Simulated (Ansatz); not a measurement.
Basis-set extrapolation for Al2ClH5Si2 (`[Cl][AlH][Al]1[SiH2][SiH2]1`) (PBE0-D4/def2-TZVP geometry, frozen core, the Gaussian-basis code of Ansatz). Multiplicity 1, RHF reference.

```csv
,def2-TZVPP,def2-QZVPP
HF,-1524.172255,-1524.215444
MP2 correlation,-0.572123,-0.620803
CCSD(T) correlation,-0.676501,not run
```

Energies in hartree. Use E(X) = E(∞) + A·exp(−7.88·√X) for Hartree–Fock and E(X) = E(∞) + B·X^(−2.97) for correlation, with X = 3 and 4, and add CCSD(T) minus MP2 of the smaller set to the MP2 limit.

What is the CCSD(T) energy at the basis-set limit?

HF limit: -1524.215444 + (-0.043189) × 0.13774 = -1524.22139. MP2 limit: -0.620803 + (-0.048680) × 0.74074 = -0.65686. Higher-order term: -0.676501 − (-0.572123) = -0.10438. Total: -1524.98263 hartree, 351.5 kJ/mol below CCSD(T)/def2-TZVPP.
